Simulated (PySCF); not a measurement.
CH6O2SSi, SMILES CS[SiH](O)O.

Geometry optimised at B3LYP-D3(BJ)/def2-SVP. The structure was generated by enumeration, and PubChem lists no compound with its InChIKey, so it may never have been made. One conformer was computed; it need not be the lowest.

These are PySCF with B3LYP-D3(BJ)/def2-SVP values and carry that method's errors.

Frequencies are harmonic and unscaled.

Computed harmonic wavenumbers and intensities:
```tsv
mode	ν (cm⁻¹)	IR (km/mol)	Raman (Å⁴/amu)	depolarisation	moving atoms (share of kinetic energy)
1	59	0.3	1.6	0.72	O 27 %, C 27 %, H 22 %, S 21 %
2	105	0.1	0.1	0.55	H 95 %
3	150	1.3	0.9	0.53	O 38 %, C 32 %, H 20 %
4	188	96.4	3.0	0.74	H 87 %
5	235	4.2	1.2	0.72	H 39 %, O 33 %, S 18 %, Si 9 %
6	260	6.3	2.6	0.66	O 39 %, H 17 %, S 17 %, C 16 %, Si 11 %
7	333	54.8	2.8	0.68	O 40 %, Si 31 %, H 23 %
8	398	143.5	1.3	0.74	H 56 %, O 34 %
9	524	80.5	10.4	0.14	S 42 %, Si 42 %, H 11 %
10	698	4.8	13.6	0.28	C 59 %, S 32 %, H 9 %
11	731	188.5	12.8	0.69	H 96 %
12	788	74.9	2.3	0.25	H 56 %, O 41 %
13	842	65.5	5.0	0.23	H 51 %, O 35 %, Si 14 %
14	876	233.9	3.7	0.30	H 45 %, Si 27 %, O 27 %
15	910	136.0	8.6	0.73	H 85 %, O 10 %
16	956	146.8	2.7	0.74	Si 37 %, H 35 %, O 26 %
17	966	30.8	4.2	0.74	H 75 %, C 12 %
18	976	3.6	4.0	0.60	H 81 %, C 16 %
19	1333	6.2	2.6	0.66	H 87 %, C 13 %
20	1451	6.8	18.7	0.74	H 95 %
21	1464	8.7	12.8	0.74	H 95 %
22	2258	136.3	130.8	0.20	H 97 %
23	3048	22.5	128.9	0.01	H 98 %
24	3149	5.3	67.4	0.74	H 90 %, C 10 %
25	3162	2.0	76.6	0.69	H 90 %, C 10 %
26	3848	80.0	77.1	0.31	H 94 %
27	3873	104.7	156.9	0.29	H 94 %
```
